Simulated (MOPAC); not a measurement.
Input for MOPAC: PM7 on BH3O (SMILES BO), a point of a bond scan (R = 3.218 Å).

```
PM7 1SCF PRECISE CHARGE=0 THREADS=1
BH3O

B     -0.44836328 1    -0.55342233 1     0.06101432 1
H     -0.15090471 1    -2.67050829 1     2.46613925 1
H     -1.30242775 1    -0.64193468 1    -0.77341615 1
O      0.44517449 1     0.45958125 1     0.02792633 1
H      0.32104168 1     1.06992460 1    -0.70686739 1
```

The log:

```
*******************************************************************************
 **                                                                           **
 **                              MOPAC v23.2.5                                **
 **                                                                           **
 *******************************************************************************
 ** MOPAC's Digital Object Identifier: https://doi.org/10.5281/zenodo.6511958 **
 **                                                                           **
 ** Please cite the open-source release paper for use of this MOPAC version:  **
 ** J. E. Moussa and J. J. P. Stewart (2026)                                  **
 ** MOPAC: An open-source semiempirical molecular orbital program             **
 ** J. Open Source Softw., 11(119), 8025, https://doi.org/10.21105/joss.08025 **
 *******************************************************************************

                              PM7 CALCULATION RESULTS

 *******************************************************************************
 *  PM7        - The PM7 Hamiltonian to be used
 *
 *
 *
 *                 CHARGE ON SYSTEM = 0
 *
 *
 *
 *  PRECISE    - TIGHTER CRITERIA TO BE USED
 *  1SCF       - DO 1 SCF AND THEN STOP
 *  THREADS=1  - MULTI-THREADING NOT USED
 *  T=         - A TIME OF 172800.0 SECONDS REQUESTED
 *  DUMP=N     - RESTART FILE WRITTEN EVERY 7200.0 SECONDS REQUESTED
 *******************************************************************************
PM7 1SCF PRECISE CHARGE=0 THREADS=1
 BH3O

   ATOM   CHEMICAL          X               Y               Z
  NUMBER   SYMBOL      (ANGSTROMS)     (ANGSTROMS)     (ANGSTROMS)

     1       B         -0.44836328  *  -0.55342233  *   0.06101432  *
     2       H         -0.15090471  *  -2.67050829  *   2.46613925  *
     3       H         -1.30242775  *  -0.64193468  *  -0.77341615  *
     4       O          0.44517449  *   0.45958125  *   0.02792633  *
     5       H          0.32104168  *   1.06992460  *  -0.70686739  *



          CARTESIAN COORDINATES

    NO.       ATOM           X           Y           Z

     1         B         -0.4484     -0.5534      0.0610
     2         H         -0.1509     -2.6705      2.4661
     3         H         -1.3024     -0.6419     -0.7734
     4         O          0.4452      0.4596      0.0279
     5         H          0.3210      1.0699     -0.7069

 General Reference for PM7:
 "Optimization of Parameters for Semiempirical Methods VI: More Modifications to the
 NDDO Approximations and Re-optimization of Parameters", J. J. P. Stewart, J. Mol. Mod., 1:32, 19 (2013)
 https://link.springer.com/article/10.1007/s00894-012-1667-x

           Empirical Formula: H3 O B  =     5 atoms



      MOLECULAR POINT GROUP   :   Cs


      RHF CALCULATION, NO. OF DOUBLY OCCUPIED LEVELS = 6


 -------------------------------------------------------------------------------
 PM7 1SCF PRECISE CHARGE=0 THREADS=1
 BH3O



     1SCF WAS SPECIFIED, SO BFGS WAS NOT USED
     SCF FIELD WAS ACHIEVED


                              PM7 CALCULATION
                                                       MOPAC v23.2.5 Linux




          FINAL HEAT OF FORMATION =         99.72860 KCAL/MOL =     417.26444 KJ/MOL


          COSMO AREA              =         81.85 SQUARE ANGSTROMS
          COSMO VOLUME            =         57.79 CUBIC ANGSTROMS

          IONIZATION POTENTIAL    =          6.591733 EV
          HOMO LUMO ENERGIES (EV) =         -6.592 -1.656
          NO. OF FILLED LEVELS    =          6
          MOLECULAR WEIGHT        =         29.8331         POINT GROUP:  Cs

          MOLECULAR DIMENSIONS (Angstroms)

            Atom       Atom       Distance
            H     5    H     2     4.92763
            O     4    H     3     2.16147
            H     2    O     4     0.00000


          SCF CALCULATIONS        =          1





   ATOM   CHEMICAL          X               Y               Z
  NUMBER   SYMBOL      (ANGSTROMS)     (ANGSTROMS)     (ANGSTROMS)

     1       B         -0.44836328  *  -0.55342233  *   0.06101432  *
     2       H         -0.15090471  *  -2.67050829  *   2.46613925  *
     3       H         -1.30242775  *  -0.64193468  *  -0.77341615  *
     4       O          0.44517449  *   0.45958125  *   0.02792633  *
     5       H          0.32104168  *   1.06992460  *  -0.70686739  *

                             CARTESIAN COORDINATES

   1    B       -0.448363280    -0.553422330     0.061014320
   2    H       -0.150904710    -2.670508290     2.466139250
   3    H       -1.302427750    -0.641934680    -0.773416150
   4    O        0.445174490     0.459581250     0.027926330
   5    H        0.321041680     1.069924600    -0.706867390


           Empirical Formula: H3 O B  =     5 atoms



      MOLECULAR POINT GROUP   :   Cs


                  EIGENVALUES
 -29.60649 -17.88188 -15.15838 -13.07603 -11.73334  -6.59173  -1.65586   0.29725
   3.07428   5.13251   5.97806


              NET ATOMIC CHARGES AND DIPOLE CONTRIBUTIONS

  ATOM NO.   TYPE          CHARGE      No. of ELECS.   s-Pop       p-Pop
    1          B           0.146995        2.8530     0.81630     2.03670
    2          H           0.072574        0.9274     0.92743
    3          H           0.000446        0.9996     0.99955
    4          O          -0.564441        6.5644     1.75701     4.80743
    5          H           0.344426        0.6556     0.65557
 DIPOLE           X         Y         Z       TOTAL
 POINT-CHG.    -1.048    -0.799    -0.344     1.362
 HYBRID         0.549     0.841    -0.235     1.031
 SUM           -0.499     0.042    -0.579     0.766


          ATOMIC ORBITAL ELECTRON POPULATIONS

     Atom    s        px        py        pz
    1  B   0.81630   0.58320   0.65103   0.80247
    2  H   0.92743
    3  H   0.99955
    4  O   1.75701   1.70342   1.52580   1.57820
    5  H   0.65557

 **********************
 *                    *
 * JOB ENDED NORMALLY *
 *                    *
 **********************




 == MOPAC DONE ==
```

The run finished.

Cost: around 0.020 core-seconds (rough).
